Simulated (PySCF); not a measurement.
Species: C7H7FO.
SMILES with atom numbers: `[OH:1][CH2:2][c:3]1[cH:4][cH:5][cH:6][cH:7][c:8]1[F:9]` (hydrogens: H10 on O1; H11, H12 on C2; H13 on C4; H14 on C5; H15 on C6; H16 on C7)

Torsions of this conformer, `[OH:1][CH2:2][c:3]1[cH:4][cH:5][cH:6][cH:7][c:8]1[F:9]`: O1–C2–C3–C4 19°, H–O1–C2–C3 64°.

The closed-shell ground state was solved at several levels (PySCF, density fitting, gas phase, non-relativistic). The structure is a single PBE0-D3(BJ)/def2-SVP conformer in the gas phase; no vibrational or solvent corrections.

| level | basis functions | total energy (Eh) | HOMO (eV) | LUMO (eV) | gap (eV) | dipole (D) |
| --- | --- | --- | --- | --- | --- | --- |
| PBE0/pcSseg-1 | 188 | -445.4709 | -7.17 | -0.52 | 6.65 | 1.62 |
| wB97X-D/def2-SVPD | 242 | -445.5642 | -8.96 | 1.15 | 10.11 | 1.69 |

Question: What might B3LYP/pcJ-1 (313 basis functions) give for the same quantities?

Answer: Total energy -446.0298 Eh, HOMO -6.93 eV, LUMO -0.69 eV, gap 6.24 eV, dipole 1.67 D.

Question: Over all these levels, which gives the widest orbital gap and which the narrowest?

Answer: wB97X-D/def2-SVPD (range-separated hybrid) has the widest, 10.11 eV, and B3LYP/pcJ-1 (global hybrid, 20 % exact exchange) the narrowest, 6.24 eV. Functional and basis both differ between the two, so the spread mixes both effects.

Question: How far do the dipole and the HOMO energy spread over the levels?

Answer: The dipole runs from 1.62 to 1.69 D (mean 1.66 D) and the HOMO from -8.96 to -6.93 eV.

Note: wB97X-D ran without an empirical dispersion term, which enters the total energy and its gradient alone.
